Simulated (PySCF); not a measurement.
HfO, SMILES [Hf]=[O], multiplicity 1. Atoms are numbered in the order given.

```xyz
2

Hf     0.0000     0.0000    -0.1734
O      0.0000     0.0000     1.5608
```
Charge 0, spin multiplicity 1.

The structure is a stationary point at B3LYP-D3(BJ)/def2-TZVPD. The spin state was assumed, not searched. The def2 effective core potentials stand for the cores of Hf; spin–orbit coupling is left out.

Level of theory: TDA-CAM-B3LYP/def2-TZVPD in PySCF.

Vertical excitations; the highest root listed may be one member of a degenerate set. Gas-phase values at a fixed geometry. State labels are in the subgroup C2v.

```json
[
 {"state": "S1", "symmetry": "A1", "energy (eV)": "2.13", "λ (nm)": "581", "f": "0.000", "main pairs": "HOMO→LUMO (degenerate set)"},
 {"state": "S2", "symmetry": "A2", "energy (eV)": "2.13", "λ (nm)": "581", "f": "0.000", "main pairs": "HOMO→LUMO+1 (degenerate set)"},
 {"state": "S3", "symmetry": "B1", "energy (eV)": "3.33", "λ (nm)": "372", "f": "0.221", "main pairs": "HOMO→LUMO+2, HOMO→LUMO+5 (degenerate set)"},
 {"state": "S4", "symmetry": "B2", "energy (eV)": "3.33", "λ (nm)": "372", "f": "0.221", "main pairs": "HOMO→LUMO+3, HOMO→LUMO+6 (degenerate set)"},
 {"state": "S5", "symmetry": "A1", "energy (eV)": "3.88", "λ (nm)": "319", "f": "0.293", "main pairs": "HOMO→LUMO+4 94 %"},
 {"state": "S6", "symmetry": "B1", "energy (eV)": "5.12", "λ (nm)": "242", "f": "0.397", "main pairs": "HOMO→LUMO+5, HOMO→LUMO+2 (degenerate set)"},
 {"state": "S7", "symmetry": "B2", "energy (eV)": "5.12", "λ (nm)": "242", "f": "0.397", "main pairs": "HOMO→LUMO+6, HOMO→LUMO+3 (degenerate set)"},
 {"state": "S8", "symmetry": "B2", "energy (eV)": "5.17", "λ (nm)": "240", "f": "0.000", "main pairs": "HOMO−2→LUMO+1, HOMO−1→LUMO (degenerate set)"},
 {"state": "S9", "symmetry": "B1", "energy (eV)": "5.17", "λ (nm)": "240", "f": "0.000", "main pairs": "HOMO−1→LUMO+1, HOMO−2→LUMO (degenerate set)"},
 {"state": "S10", "symmetry": "A1", "energy (eV)": "5.25", "λ (nm)": "236", "f": "0.000", "main pairs": "HOMO−3→LUMO 99 %"},
 {"state": "T1", "symmetry": "A1", "energy (eV)": "0.97", "λ (nm)": "1283", "f": "0", "main pairs": "HOMO→LUMO (degenerate set)"},
 {"state": "T2", "symmetry": "A2", "energy (eV)": "0.97", "λ (nm)": "1283", "f": "0", "main pairs": "HOMO→LUMO+1 (degenerate set)"},
 {"state": "T3", "symmetry": "B1", "energy (eV)": "2.04", "λ (nm)": "609", "f": "0", "main pairs": "HOMO→LUMO+2 (degenerate set)"},
 {"state": "T4", "symmetry": "B2", "energy (eV)": "2.04", "λ (nm)": "609", "f": "0", "main pairs": "HOMO→LUMO+3 (degenerate set)"}
]
```
Triplets are in the Tamm–Dancoff approximation.
